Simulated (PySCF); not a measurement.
Re²⁺ (rhenium, charge +2) across methods

[Xe] 4f14 5d5, high-spin 6S determinant. Calculation: PySCF 2.14, in aug-cc-pVDZ-PP with ECP60MDF (5s5p4d2f, 54 functions); a scalar-relativistic core potential.

```json
{"method": "PBE", "E (hartree)": "-77.5949", "mean ε 5p α (eV)": "-64.552", "mean ε 5p β (eV)": "-61.277", "mean ε 5d α (eV)": "-22.749", "Σ⟨r²⟩ (bohr²)": "31.05", "⟨S²⟩": "8.750"}
{"method": "wB97X-V", "E (hartree)": "-77.5334", "mean ε 5p α (eV)": "-70.392", "mean ε 5p β (eV)": "-66.271", "mean ε 5d α (eV)": "-26.426", "Σ⟨r²⟩ (bohr²)": "30.81", "⟨S²⟩": "8.751"}
{"method": "LDA", "E (hartree)": "-77.3822", "mean ε 5p α (eV)": "-64.520", "mean ε 5p β (eV)": "-61.344", "mean ε 5d α (eV)": "-22.839", "Σ⟨r²⟩ (bohr²)": "31.30", "⟨S²⟩": "8.750"}
{"method": "UHF", "E (hartree)": "-77.03878", "mean ε 5p α (eV)": "-77.881", "mean ε 5p β (eV)": "-68.842", "mean ε 5d α (eV)": "-28.195", "Σ⟨r²⟩ (bohr²)": "30.63", "⟨S²⟩": "8.753"}
{"method": "revPBE", "E (hartree)": "-77.6444", "mean ε 5p α (eV)": "-64.519", "mean ε 5p β (eV)": "-61.274", "mean ε 5d α (eV)": "-22.704", "Σ⟨r²⟩ (bohr²)": "30.99", "⟨S²⟩": "8.751"}
{"method": "B97-3", "E (hartree)": "-77.5799", "mean ε 5p α (eV)": "-68.248", "mean ε 5p β (eV)": "-63.789", "mean ε 5d α (eV)": "-24.146", "Σ⟨r²⟩ (bohr²)": "30.77", "⟨S²⟩": "8.750"}
{"method": "wB97X", "E (hartree)": "-77.5716", "mean ε 5p α (eV)": "-70.223", "mean ε 5p β (eV)": "-66.075", "mean ε 5d α (eV)": "-26.373", "Σ⟨r²⟩ (bohr²)": "30.63", "⟨S²⟩": "8.751"}
{"method": "r2SCAN", "E (hartree)": "-77.6199", "mean ε 5p α (eV)": "-66.186", "mean ε 5p β (eV)": "-61.810", "mean ε 5d α (eV)": "-23.046", "Σ⟨r²⟩ (bohr²)": "30.74", "⟨S²⟩": "8.751"}
```

Problem. Estimate the same row for PBE0.

Solution. E (hartree) = -77.5746; mean ε 5p α (eV) = -68.077; mean ε 5p β (eV) = -63.487; mean ε 5d α (eV) = -24.276; Σ⟨r²⟩ (bohr²) = 30.85; ⟨S²⟩ = 8.751.

Energies and moments cover only the electrons outside the core potential. Spin-orbit coupling, which splits the p, d and f shells strongly at this Z, is absent.
